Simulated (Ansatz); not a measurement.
Basis-set extrapolation for CH2BFO2, SMILES `FB1OCO1` (PBE0-D4/def2-TZVP geometry, frozen core, the Gaussian-basis code of Ansatz). Multiplicity 1, RHF reference.

```json
{"": "HF", "def2-TZVPP": "-313.143999", "def2-QZVPP": "-313.158408"}
{"": "MP2 correlation", "def2-TZVPP": "-0.962414", "def2-QZVPP": "-1.040940"}
{"": "CCSD(T) correlation", "def2-TZVPP": "-1.008451", "def2-QZVPP": "not run"}
```

Energies in hartree. Use E(X) = E(∞) + A·exp(−7.88·√X) for Hartree–Fock and E(X) = E(∞) + B·X^(−2.97) for correlation, with X = 3 and 4, and add CCSD(T) minus MP2 of the smaller set to the MP2 limit.

Question: What is the CCSD(T) energy at the basis-set limit?

Answer: HF limit: -313.158408 + (-0.014409) × 0.13774 = -313.16039. MP2 limit: -1.040940 + (-0.078526) × 0.74074 = -1.09911. Higher-order term: -1.008451 − (-0.962414) = -0.04604. Total: -314.30554 hartree, 4.17 eV below CCSD(T)/def2-TZVPP.
